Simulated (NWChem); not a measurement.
All runs are NWChem calculations. System: H₃GaSe, charge 0, spin multiplicity 1, at a geometry optimised with PBE/def2-SVP. The structure started from a generated list of species.

Input file:

```
start mol
memory heap 200 mb stack 900 mb global 1100 mb
geometry units angstroms nocenter noautoz
  Ga     0.056051    -1.183821     0.000000
  H      1.504626    -1.797744     0.000000
  H     -1.306534    -1.971002     0.000000
  Se    -0.012893     1.154995     0.000000
  H     -1.497293     1.197349     0.000000
  symmetry group Cs
end
basis spherical
  * library sto-3g
end
dft
  xc xpbe96 cpbe96
  semidirect memsize 60000000 filesize 0
  iterations 100
end
task dft energy
```

The output up to the point where the run's verdict is printed (cleaned and shortened):

```
             Northwest Computational Chemistry Package (NWChem) 7.3.0
             --------------------------------------------------------

                                NWChem Input Module
                                -------------------

 Scaling coordinates for geometry "geometry" by  1.889725989
 (inverse scale =  0.529177249)

 Turning off AUTOSYM since
 SYMMETRY directive was detected!

                             Geometry "geometry" -> ""
                             -------------------------

 Output coordinates in angstroms (scale by  1.889725989 to convert to a.u.)

  No.       Tag          Charge          X              Y              Z
 ---- ---------------- ---------- -------------- -------------- --------------
    1 Ga                  31.0000     0.05605100    -1.18382100     0.00000000
    2 H                    1.0000     1.50462600    -1.79774400     0.00000000
    3 H                    1.0000    -1.30653400    -1.97100200     0.00000000
    4 Se                  34.0000    -0.01289300     1.15499500     0.00000000
    5 H                    1.0000    -1.49729300     1.19734900     0.00000000

 Effective nuclear repulsion energy (a.u.)     288.3274695878

            Nuclear Dipole moment (a.u.)
            ----------------------------
        X                 Y               Z
 ---------------- ---------------- ----------------
     0.0000340151    -0.0000340151     0.0000000000

      Symmetry information
      --------------------

 Group name             Cs
 Group number              2
 Group order               2
 No. of unique centers     5

      Symmetry unique atoms

     1    2    3    4    5


 Summary of "ao basis" -> "" (spherical)
 ------------------------------------------------------------------------------
       Tag                 Description            Shells   Functions and Types
 ---------------- ------------------------------  ------  ---------------------
 *                           sto-3g                   on all atoms

  pbe96 is a nonlocal functional; adding pw91lda local functional.

                                 NWChem DFT Module
[...]
 d= 0,ls=0.5,diis    52  -4278.1486641656  5.91D-04  4.64D-04  1.40D-02     4.3
 d= 0,ls=0.5,diis    53  -4278.1479887289  6.75D-04  2.70D-04  1.73D-02     4.3
 d= 0,ls=0.5,diis    54  -4278.1476187517  3.70D-04  2.16D-04  1.89D-02     4.4
 d= 0,ls=0.5,diis    55  -4278.1478707051 -2.52D-04  1.62D-04  1.73D-02     4.5
 d= 0,ls=0.5,diis    56  -4278.1480503220 -1.80D-04  2.35D-04  1.63D-02     4.6
 d= 0,ls=0.5,diis    57  -4278.1483821023 -3.32D-04  1.03D-03  1.46D-02     4.6
 d= 0,ls=0.5,diis    58  -4278.1496922560 -1.31D-03  8.55D-04  7.82D-03     4.7
 d= 0,ls=0.5,diis    59  -4278.1504951578 -8.03D-04  7.59D-04  4.02D-03     4.8
 d= 0,ls=0.5,diis    60  -4278.1510136924 -5.19D-04  5.53D-04  1.61D-03     4.8
 d= 0,ls=0.5,diis    61  -4278.1512603502 -2.47D-04  5.74D-04  6.17D-04     4.9
 d= 0,ls=0.5,diis    62  -4278.1514133313 -1.53D-04  5.05D-04  1.16D-04     5.0
 d= 0,ls=0.5,diis    63  -4278.1514786750 -6.53D-05  4.25D-04  7.73D-05     5.1
 d= 0,ls=0.5,diis    64  -4278.1515089452 -3.03D-05  3.59D-04  1.43D-04     5.1
 d= 0,ls=0.5,diis    65  -4278.1515377876 -2.88D-05  4.46D-04  1.22D-04     5.2
 d= 0,ls=0.5,diis    66  -4278.1515654000 -2.76D-05  2.67D-04  2.76D-05     5.3
 d= 0,ls=0.5,diis    67  -4278.1515708138 -5.41D-06  1.92D-04  5.56D-05     5.4
 d= 0,ls=0.5,diis    68  -4278.1515741046 -3.29D-06  2.10D-04  8.10D-05     5.4
 d= 0,ls=0.5,diis    69  -4278.1515606632  1.34D-05  1.68D-04  1.88D-04     5.5
 d= 0,ls=0.5,diis    70  -4278.1515411413  1.95D-05  1.03D-04  3.16D-04     5.6
 d= 0,ls=0.5,diis    71  -4278.1515324553  8.69D-06  7.66D-05  3.75D-04     5.6
 d= 0,ls=0.5,diis    72  -4278.1515265599  5.90D-06  6.86D-05  4.18D-04     5.7
 d= 0,ls=0.5,diis    73  -4278.1515181021  8.46D-06  5.20D-05  4.74D-04     5.8
 d= 0,ls=0.5,diis    74  -4278.1515125810  5.52D-06  4.38D-05  5.11D-04     5.9
 d= 0,ls=0.5,diis    75  -4278.1515147197 -2.14D-06  4.37D-05  5.07D-04     5.9
 d= 0,ls=0.5,diis    76  -4278.1515106362  4.08D-06  3.54D-05  5.37D-04     6.0
 d= 0,ls=0.5,diis    77  -4278.1515073639  3.27D-06  1.17D-04  5.59D-04     6.1
 d= 0,ls=0.5,diis    78  -4278.1515377766 -3.04D-05  6.73D-05  3.90D-04     6.2
 d= 0,ls=0.5,diis    79  -4278.1515501920 -1.24D-05  3.13D-05  3.31D-04     6.2
 d= 0,ls=0.5,diis    80  -4278.1515499843  2.08D-07  3.71D-05  3.41D-04     6.3
 d= 0,ls=0.5,diis    81  -4278.1515445997  5.38D-06  3.44D-05  3.76D-04     6.4
 d= 0,ls=0.5,diis    82  -4278.1515386984  5.90D-06  3.01D-05  4.12D-04     6.4
 d= 0,ls=0.5,diis    83  -4278.1515325926  6.11D-06  4.01D-05  4.47D-04     6.5
 d= 0,ls=0.5,diis    84  -4278.1515375902 -5.00D-06  7.68D-05  4.19D-04     6.6
 d= 0,ls=0.5,diis    85  -4278.1515437339 -6.14D-06  4.44D-05  3.92D-04     6.7
 d= 0,ls=0.5,diis    86  -4278.1515471969 -3.46D-06  3.03D-05  3.79D-04     6.7
 d= 0,ls=0.5,diis    87  -4278.1515429914  4.21D-06  7.04D-05  4.05D-04     6.8
 d= 0,ls=0.5,diis    88  -4278.1515593860 -1.64D-05  4.59D-05  3.15D-04     6.9
 d= 0,ls=0.5,diis    89  -4278.1515662198 -6.83D-06  4.73D-05  2.83D-04     7.0
 d= 0,ls=0.5,diis    90  -4278.1515747858 -8.57D-06  4.63D-05  2.40D-04     7.0
 d= 0,ls=0.5,diis    91  -4278.1515825826 -7.80D-06  4.35D-05  2.01D-04     7.1
 d= 0,ls=0.5,diis    92  -4278.1515886306 -6.05D-06  3.01D-05  1.73D-04     7.2
 d= 0,ls=0.5,diis    93  -4278.1515915819 -2.95D-06  3.79D-05  1.62D-04     7.3
 d= 0,ls=0.5,diis    94  -4278.1515922330 -6.51D-07  2.56D-05  1.63D-04     7.3
 d= 0,ls=0.5,diis    95  -4278.1515913489  8.84D-07  2.56D-05  1.71D-04     7.4
 d= 0,ls=0.5,diis    96  -4278.1515888667  2.48D-06  2.48D-05  1.87D-04     7.5
 d= 0,ls=0.5,diis    97  -4278.1515854324  3.43D-06  3.46D-05  2.07D-04     7.6
 d= 0,ls=0.5,diis    98  -4278.1515887983 -3.37D-06  2.10D-05  1.90D-04     7.6
 d= 0,ls=0.5,diis    99  -4278.1515896806 -8.82D-07  1.54D-05  1.87D-04     7.7
 d= 0,ls=0.5,diis   100  -4278.1515893887  2.92D-07  1.51D-05  1.89D-04     7.8
```

Convergence was not reached. The next line reads: Calculation failed to converge. NWChem stopped with the message: dft energy failed.
